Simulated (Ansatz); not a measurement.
A calculation with Ansatz (development build ahead of 0.2.0).

```yaml
crystal:
  periodic: [false, false, false]
  atoms:
    - { symbol: Be, position_ang: [-0.02152, -0.03615, -0.91933] }
    - { symbol: O, position_ang: [-0.03454, 0.00101, 0.48229] }
basis:
  gaussian: { orbitals: cc-pVDZ }
hamiltonian:
  xc: hf
correlation:
  method: mp2
  frozen_orbitals: { Be: 0, O: 1 }
```

The input is written out in the form of the current development build from the run's settings.

The run gave:

- Converged: yes
- Reference energy: -89.40263 hartree
- Correlation energy: -0.25258 hartree
- Total energy: -89.65520 hartree
- Spin squared of the determinant: 0.000

Caution: in another basis set an unrestricted determinant lies well below.
